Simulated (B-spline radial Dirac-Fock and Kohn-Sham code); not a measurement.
## Sc⁺: input and output of one calculation

ΔSCF core binding energies without Breit or QED terms, calculated with a radial finite-basis atomic code. Keys: rel is the Hamiltonian (dirac, or spin-free x2c and nr, where L3 and M5 stand for the whole 2p and 3d shells), method is hf or an exchange,correlation pair (spin-unpolarised, also for the hole states), nuc the nuclear model, radius_factor scales its radius, rmax is the box in bohr, h the logarithmic mesh step, order the B-spline order, points the quadrature points per cell, c_factor scales the speed of light, and damp, ndamp, maxit and tol steer the iteration. The run stops when the commutator error falls below 10·tol·max(1, Z/10), or the numerical noise floor, and the energy has settled to about 1e-8 Ha; the virial ratio is −V/T.

Input (task.json):

```json
{"items": [{"Z": 21, "q": 1, "cfg": [[1, 0, 2], [2, 0, 2], [2, 1, 6], [3, 0, 2], [3, 1, 6], [3, 2, 1], [4, 0, 1]], "A": 45, "rrms": 3.5459, "do": "settings", "holes": ["K", "L3", "M5"],
  "settings": [{"rel": "dirac", "method": "hf", "nuc": "fermi", "radius_factor": 1.0, "rmax": 45.0, "h": 0.3, "order": 8, "points": 10, "c_factor": 1.0, "maxit": 60, "damp": 0.5, "ndamp": 3, "tol": 1e-08, "cfg": "1s2 2s2 2p6 3s2 3p6 3d1 4s3"}]}]}
```

Command: `python xray2_run.py task.json out`

The program stops without a result: overfilled shell.

Q: One setting is unsound. Which, and why?

A: cfg puts more electrons in a shell than it can hold. With the default settings (Dirac Hartree-Fock): The ground state converged in 11 iterations, with total energy -763.17581 Ha, virial ratio 1.99044 and highest orbital energy -12.13 eV. ΔSCF binding energies: K (1s) 4513.7 eV, L3 (2p3/2) 418.7 eV. Holes are computed only in closed shells, and unreliable hole states are left out.
